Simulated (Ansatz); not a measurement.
A nudged elastic band was laid between two geometries of FGe2H5 + H2O (11 atoms, charge 0, multiplicity 1).

Computed with Ansatz, RKS PBE-D4/def2-SVP.

| Property | Result |
| --- | --- |
| movable images | 5 |
| climbing image | yes |
| spring | 5.0 eV/Å² |
| optimiser | quadratic models (default) |
| start path | through a guess of the saddle point |
| force threshold | 0.05 eV/Å |
| iteration limit | 60 |
| end points | relaxed |

Initial state:

```xyz
11
Properties=species:S:1:pos:R:3
Ge 0.272 -0.317 0.188
Ge 0.200 -0.058 2.611
H -0.675 -1.156 3.253
H 1.652 -0.196 3.158
H -0.320 1.356 2.955
H 1.664 -0.085 -0.469
F -0.716 1.002 -0.534
H -0.358 -1.629 -0.363
O -2.541 0.241 1.312
H -2.175 0.798 0.587
H -3.010 -0.462 0.827
```

Final state:

```xyz
11
Properties=species:S:1:pos:R:3
Ge -0.472 0.182 -0.535
Ge -0.118 -0.322 3.422
H -0.530 -0.977 4.761
H 0.903 -1.236 2.696
H 0.535 1.055 3.691
H 0.398 1.182 0.250
F -0.223 0.477 -2.254
H -0.188 -1.329 -0.337
O -2.160 0.616 -0.148
H -2.790 -0.018 -0.539
H -1.362 -0.136 2.519
```

What changes between the two ends?

Bonds broken: Ge1–Ge2, O9–H11. Bonds formed: Ge1–O9, Ge2–H11. FGe2H5 + H2O becomes FGeH3O + GeH4.

Give the energies along the band, and the barrier.

It converged. The highest image is number 4 of 0 to 6, 38.4 kcal/mol above the first end and 32.8 kcal/mol above the last; the last end lies 5.6 kcal/mol above the first. Neighbouring images differ by up to 1.4 eV, so the band resolves the path poorly. The order of the point at the top wasn't checked. The orbitals stay closed-shell, which can raise the energy where a bond breaks towards radicals; this wasn't checked here.

| image | path coordinate (Å) | energy (kcal/mol) | Ge1–Ge2 (Å) | O9–H11 (Å) | Ge1–O9 (Å) |
| --- | --- | --- | --- | --- | --- |
| 0 | 0.00 | 0.0 | 2.44 | 0.97 | 3.08 |
| 1 | 1.45 | 0.6 | 2.44 | 0.98 | 3.38 |
| 2 | 2.90 | 1.8 | 2.44 | 0.97 | 3.25 |
| 3 | 4.34 | 17.5 | 2.51 | 0.98 | 2.58 |
| 4 | 5.79 | 38.4 | 2.97 | 1.15 | 1.97 |
| 5 | 7.40 | 5.8 | 3.88 | 2.54 | 1.79 |
| 6 | 9.02 | 5.6 | 4.00 | 2.88 | 1.79 |

What is the geometry of the highest image?


```xyz
11
Properties=species:S:1:pos:R:3
Ge -0.256 -0.054 -0.099
Ge -0.137 -0.189 2.871
H -0.653 -1.446 3.647
H 1.347 -0.569 2.515
H 0.013 0.943 3.937
H 0.853 1.008 -0.020
F -0.842 0.031 -1.771
H -0.048 -1.572 0.075
O -1.954 0.709 0.555
H -2.762 0.249 0.231
H -1.568 0.384 1.583
```

Time of the run: 4.9 min on 4 threads of Arm Neoverse V2 (shared host), peak memory 0.2 GiB.
